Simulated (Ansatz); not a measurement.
This geometry of CH3AlBF (7 atoms, charge 0, multiplicity 1) is a first-order saddle point.

All numbers below come from Ansatz, RKS B3LYP-D4/def2-SVP.

```xyz
7
Properties=species:S:1:pos:R:3
B -1.227 1.028 0.105
C 0.125 0.879 0.227
Al 0.657 -0.952 -0.097
F 1.080 -1.421 -1.644
H -2.404 1.003 -0.028
H 0.960 1.546 0.451
H 0.809 -2.082 0.987
```

(1) Which two structures does it join? (They come from a converged band through this point; their orientation in space is the band's.)

(2) How far does it lie above each of them?

Answers

(1) No bond is made or broken. The dihedral B1–C2–Al3–F4 goes from 0 to -180°.

Image 0:

```xyz
7
Properties=species:S:1:pos:R:3
B -1.106 1.041 -0.158
C 0.063 0.798 0.512
Al 0.686 -0.925 -0.066
F -0.229 -1.757 -1.193
H -2.100 1.130 -0.796
H 0.679 1.319 1.246
H 2.006 -1.606 0.454
```

Image 8:

```xyz
7
Properties=species:S:1:pos:R:3
B -1.136 1.063 -0.167
C 0.034 0.793 0.488
Al 0.626 -0.936 -0.114
F 2.049 -1.519 0.538
H -2.131 1.158 -0.804
H 0.672 1.285 1.223
H -0.113 -1.844 -1.165
```

(2) 23.2 kJ/mol above the first and 20.5 kJ/mol above the second. This is the barrier of this one path; another mechanism may lie lower.

Run time: 2.1 min on 1 thread of AMD EPYC 7R43 64-Core Processor (Zen 3), on a shared host, peak memory 0.18 GiB.
